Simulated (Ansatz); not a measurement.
BrF2H2InOSi, SMILES `F[Si](F)(Br)[O][InH2]`, 8 atoms. Total charge 0; spin multiplicity 1. Correlated methods include outer-core shells of Br, In, which these sets cover unevenly. Scalar relativity is left out up to krypton. In takes the def2 core potential. Hardware: A = 2 threads of an AMD EPYC 7R13 on a shared host; B = 2 threads of an AMD EPYC 7R13 on a shared host and a share of an NVIDIA H100 80 GB. Correlated methods freeze the cores. Open-shell runs search over several starts.

How many basis functions does each run have, and how long does it take in Ansatz? RKS PBE0-D4/def2-QZVPP energy [B]; RHF-MP2/def2-QZVPP energy [B]; RKS r2SCAN-D4/def2-TZVPP energy and forces [A]; UKS r2SCAN-D4/def2-TZVPP energy of the cation [A]; UHF-MP2/def2-QZVPP energy of the cation [B]; UKS B2PLYP (frozen core)/def2-TZVPP energy of the cation [A]; UKS PBE-D4/def2-TZVPP energy of the cation [A]; RKS PBE0-D4/def2-TZVP relaxation (34 steps) [B]; RKS PBE0-D4/def2-SVP energy [A]; RKS ωB97M-V/def2-SVP energy [A]; RKS PBE0-D4/def2-TZVP frequencies [B]; UHF-CCSD(T)/def2-TZVPP energy of the cation [B]. (Estimate.)

Ansatz gave: Other jobs shared the machine, so times are rough.

```
                              level                        job  functions  wall time  peak host memory (GiB)
               RKS PBE0-D4/def2-SVP                 energy [A]        128      3.4 s                    0.57
             RKS PBE0-D4/def2-QZVPP                 energy [B]        472      6.5 s                     1.1
                 RHF-MP2/def2-QZVPP                 energy [B]        472      7.5 s                     1.1
           RKS r2SCAN-D4/def2-TZVPP      energy and forces [A]        261       10 s                    0.44
               RKS ωB97M-V/def2-SVP                 energy [A]        128       12 s                    0.57
                 UHF-MP2/def2-QZVPP   energy of the cation [B]        472       21 s                     1.1
             UHF-CCSD(T)/def2-TZVPP   energy of the cation [B]        261       42 s                    0.88
              UKS PBE-D4/def2-TZVPP   energy of the cation [A]        261       49 s                       1
              RKS PBE0-D4/def2-TZVP            frequencies [B]        240       61 s                    0.93
           UKS r2SCAN-D4/def2-TZVPP   energy of the cation [A]        261       80 s                     1.1
              RKS PBE0-D4/def2-TZVP  relaxation (34 steps) [B]        240      2 min                    0.93
UKS B2PLYP (frozen core)/def2-TZVPP   energy of the cation [A]        261    2.4 min                     1.6
```
